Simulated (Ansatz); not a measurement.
The pair A = C2H6 (SMILES CC) (first 8 atoms), B = CH6Si (SMILES C[SiH3]); geometry from B3LYP-D3(BJ)/def2-TZVP.
(charge 0, multiplicity 1):
```xyz
16

C      0.879     0.087     0.455
C     -0.510     0.682     0.245
H      1.557     0.367    -0.353
H      0.842    -1.003     0.494
H      1.326     0.432     1.389
H     -0.477     1.773     0.227
H     -1.195     0.384     1.040
H     -0.943     0.350    -0.701
C     -0.489     0.859     4.154
Si    -0.125    -0.977     4.030
H      0.026     1.298     5.011
H     -1.559     1.034     4.279
H     -0.164     1.386     3.256
H      1.327    -1.214     3.849
H     -0.843    -1.580     2.881
H     -0.560    -1.674     5.265
```

Cores are frozen in the correlated methods. MP2 and its Hartree–Fock in aug-cc-pV(T+d)Z are density fitted.

The values were computed with Ansatz (a quantum-chemistry and plane-wave program). Each number belongs to the level named beside it.

The counterpoise-corrected interaction energy is E(AB) − E(A in the pair's basis) − E(B in the pair's basis). Total energies (hartree):

```
level                              AB  A in the pair's basis  B in the pair's basis
-----------------------  ------------  ---------------------  ---------------------
HF/aug-cc-pV(D+d)Z       -409.5366681            -79.2374997           -330.3012603
MP2/aug-cc-pV(D+d)Z      -410.1257153            -79.5516640           -330.5721569
HF/aug-cc-pV(T+d)Z       -409.5845903            -79.2602577           -330.3264256
MP2/aug-cc-pV(T+d)Z      -410.2880014            -79.6355244           -330.6501806
CCSD(T)/aug-cc-pV(D+d)Z  -410.2240262            -79.5980484           -330.6240718
```

Work out the counterpoise-corrected interaction energy at the basis-set limit: extrapolate the MP2 correlation part as X⁻³, take Hartree–Fock from the larger set, and add the CCSD(T) − MP2 difference of aug-cc-pV(D+d)Z.


1. Differences (1 hartree = 627.509 kcal/mol): HF/aug-cc-pV(D+d)Z 1.313; MP2/aug-cc-pV(D+d)Z -1.189; HF/aug-cc-pV(T+d)Z 1.313; MP2/aug-cc-pV(T+d)Z -1.441; CCSD(T)/aug-cc-pV(D+d)Z -1.196.
2. Correlation parts, MP2 less HF: -2.501 in aug-cc-pV(D+d)Z (X = 2), -2.754 in aug-cc-pV(T+d)Z (X = 3).
3. Limit (3³·(-2.754) − 2³·(-2.501))/(3³ − 2³) = -2.861; with HF/aug-cc-pV(T+d)Z it gives -1.548.
4. CCSD(T) less MP2 in aug-cc-pV(D+d)Z: -0.007.
Result: -1.55 kcal/mol, against -1.19 at MP2/aug-cc-pV(D+d)Z. It is an estimate of this method's limit, not of the exact value.
